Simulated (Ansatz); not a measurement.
The cluster Cr5O15: single points at one geometry.

```yaml
crystal:
  periodic: [false, false, false]
  atoms:
    - {symbol: Cr, position_ang: [0.982873, -1.026923, -1.886448]}
    - {symbol: Cr, position_ang: [-1.400829, 1.486158, 1.352986]}
    - {symbol: Cr, position_ang: [-0.536144, -0.451563, 2.522415]}
    - {symbol: Cr, position_ang: [-1.068512, 3.356405, -0.351074]}
    - {symbol: Cr, position_ang: [1.315936, -2.178554, 0.437573]}
    - {symbol: O, position_ang: [0.201146, -2.242555, -1.023946]}
    - {symbol: O, position_ang: [-1.743386, 2.775312, -1.630292]}
    - {symbol: O, position_ang: [0.477782, 3.529808, -0.412483]}
    - {symbol: O, position_ang: [0.399049, 0.552760, -1.353387]}
    - {symbol: O, position_ang: [2.353390, -1.711206, -2.747150]}
    - {symbol: O, position_ang: [2.180529, -0.972021, -0.312130]}
    - {symbol: O, position_ang: [-2.183129, -0.243619, 1.545206]}
    - {symbol: O, position_ang: [-1.861470, 3.100582, 1.241283]}
    - {symbol: O, position_ang: [-1.765276, 0.157958, 0.224016]}
    - {symbol: O, position_ang: [0.282337, -1.762290, 1.772972]}
    - {symbol: O, position_ang: [1.289402, -1.543292, -3.603963]}
    - {symbol: O, position_ang: [-0.806144, -0.567537, 4.031938]}
    - {symbol: O, position_ang: [-0.304039, 0.126750, -2.460511]}
    - {symbol: O, position_ang: [2.044948, -3.515241, 0.676109]}
    - {symbol: O, position_ang: [0.141548, 1.129068, 1.976887]}
basis:
  gaussian: {orbitals: def2-SVP, initial_orbitals: start.molden}
hamiltonian: {xc: pbe}
correlation: {method: rpa}
scf: {omitted_lower_state_checks: [starts]}
```

The file start.molden holds the orbitals of an earlier run on this structure, at another level or in another basis.

```sh
$ ansatz run in.yaml --threads 2 --pin off --events-out ev --progress --plain --max-ram 22528MiB --backend cuda --devices 0, --max-vram 18GiB
```

Output, abridged:

```
Functional definition: PBE
3703 factors; integrals over basis functions are off by at most 1.4e-3 eV
mean field evaluation 1: about -172713.6563 eV, gradient 3.6e1 eV
mean field evaluation 2: about -172716.6027 eV, gradient 2.3e0 eV
mean field evaluation 4: about -172716.7514 eV, gradient 2.6e0 eV
mean field evaluation 8: about -172716.8032 eV, gradient 1.6e-1 eV
mean field -172716.80333372 eV, -6347.2254508600 hartree, gradient 8.6e-6 eV, S^2 0.000000; 0 other end points of the search recorded, 0 dependent functions left out; unrestricted orbitals would lower it
mean field evaluation 16: about -172411.5380 eV, gradient 1.5e1 eV
mean field evaluation 32: about -172436.0915 eV, gradient 2.2e0 eV
mean field evaluation 64: about -172437.3076 eV, gradient 4.1e-1 eV
40 core orbitals not correlated: weight in the atoms' cores, before any rotation towards them, 1.000 or more for the frozen orbitals, at most 0.000 for the correlated occupied ones
reference -172398.85362886 eV, -6335.5410147204 hartree; 80, 80 occupied and 245, 245 virtual orbitals, 3703 factors
Total energy: -172618.56470500 eV, -6343.6152478433 hartree
Checks for a lower state left out: starts
```

Run time 36 s (2 threads of AMD EPYC 7R13 on a shared host and a share (18 GiB) of an NVIDIA H100 80GB HBM3), peak host memory 2 GiB.

First input, but with `gaussian: {orbitals: def2-TZVP, fitting: {mean_field: def2-universal-jkfit}, initial_orbitals: start.molden}`, `hamiltonian: {xc: pbe0, dispersion: d4}`, `output: {orbitals: {seedname: orbitals}}` and without the key `correlation` (abridged; 20 s):

```
Functional definition: PBE0
mean field evaluation 16: about -172761.1009 eV, gradient 1.0e-1 eV
mean field -172761.10230269 eV, -6348.8534079430 hartree, gradient 1.8e-5 eV, S^2 0.000000
Total energy: -172762.23095978 eV, -6348.8948853260 hartree
Checks for a lower state left out: starts
```

Geometry: r2SCAN-D4/def2-SVP.

Correlated methods freeze 40 core orbitals; core or outer-core shells of Cr are correlated, in sets that lack core-valence functions. Single mean-field runs in def2-TZVP are fitted with def2-universal-jkfit. The structure holds 3 bonds between oxygen atoms, so isomers without such links may lie far lower. At RPA@PBE/def2-SVP the restricted singlet (for correlated methods, its reference) is unstable: a solution with broken spin symmetry lies lower. The restricted singlet is unstable towards broken spin symmetry at other levels; at PBE0-D4/def2-TZVP this wasn't settled. The structure comes from a short search, and lower isomers may exist.
